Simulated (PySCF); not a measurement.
# Ionisation energy of Fe by level of theory

Fe [Ar] 3d6 4s2 (5D) → Fe⁺ [Ar] 3d6 4s1 (6D), as a difference of total energies. Computed with PySCF 2.14 in cc-pVTZ-DK, with the spin-free X2C one-electron Hamiltonian (Gaussian nucleus). Correlated levels: valence: [Ar] frozen. The calculations carry no spin-orbit coupling.

| method | ionisation energy (eV) | error (eV) |
| --- | --- | --- |
| UHF | 6.431 | -1.473 |
| M06-L | 8.088 | +0.184 |
| PBE0 | 7.633 | -0.271 |
| MP2 (valence) | 7.446 | -0.458 |
| SCS-MP2 (valence) | 7.621 | -0.283 |

Reference: 7.904 eV (measured; NIST levels, between the centres of gravity of the two terms).

Errors of the correlated levels include the incompleteness of this basis and the frozen core.

MP2 underrates the near-degeneracy of ns² with np² in the lower species.
